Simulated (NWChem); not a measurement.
System: TiH4S2; SMILES [SH][TiH2][SH]

```xyz
7

Ti     0.3832    -0.1376    -0.1108
H      1.7292    -0.1018    -1.1279
H      0.9034    -0.0011     1.4903
S     -0.9993     1.5706    -0.5463
H     -0.7446     1.7954     0.7781
S     -0.5420    -2.1736    -0.2848
H      0.7537    -2.5854    -0.1914
```
Atoms are numbered in this order, from 1.

Coordinates come from a PBE0/def2-SVP optimisation.

### Question
Give the principal values of the shielding tensors (ppm) of Ti1, S4, S6 from B3LYP/6-31G* (spherical d), GIAO (NWChem), with their diamagnetic and paramagnetic parts as GIAO splits them.

### Answer
```
atom      σ11      σ22      σ33  isotropic  diamagnetic  paramagnetic
----  -------  -------  -------  ---------  -----------  ------------
Ti1   -2093.7  -1888.3  -1632.8    -1871.6       1610.2       -3481.9
S4    -1007.3    -88.3    801.9      -97.9       1057.7       -1155.6
S6    -1192.7    151.9    770.6      -90.0       1057.5       -1147.6
```
